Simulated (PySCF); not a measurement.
Vertical excitations of a molecule C₂H₆N, multiplicity 2 from TDA-M06-2X/def2-SVPD (PySCF), as energy in eV (oscillator strength): 1.78 (0.001), 5.78 (0.000), 6.88 (0.028), 7.02 (0.000), 7.28 (0.004), 7.54 (0.001), 7.99 (0.006), 8.19 (0.004), 8.41 (0.007), 8.97 (0.026). The structure is a stationary point at B3LYP-D3(BJ)/def2-TZVP. One conformer was computed; it need not be the lowest.

Q: Identify the compound among the candidates.
(A) [CH2]CN
(B) CC[NH]
(C) [CH2]NC
(D) C[N]C

A: B, CC[NH]
